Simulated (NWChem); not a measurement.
Molecule: C$_{2}$H$_{3}$Cl$_{2}$F; SMILES CC(F)(Cl)Cl

```xyz
8

C     -1.3007    -1.1252     0.0000
C     -0.3394     0.0326     0.0000
F     -1.0121     1.1933     0.0000
Cl     0.6931     0.0005    -1.4546
Cl     0.6931     0.0005     1.4546
H     -1.9315    -1.0635     0.8978
H     -0.7542    -2.0758     0.0000
H     -1.9315    -1.0635    -0.8978
```
Atoms are numbered in this order, from 1.

Results from NWChem. Structure relaxed at the PBE0/def2-SVP level.

### Question
Predict the results for PBE/def2-TZVPD. Quantities: highest occupied level (eV); orbital gap (eV); dipole (D).

### Answer
```
Item                         Result
---------------------------  ------
highest occupied level (eV)   -7.48
orbital gap (eV)               5.89
dipole (D)                     1.95
```
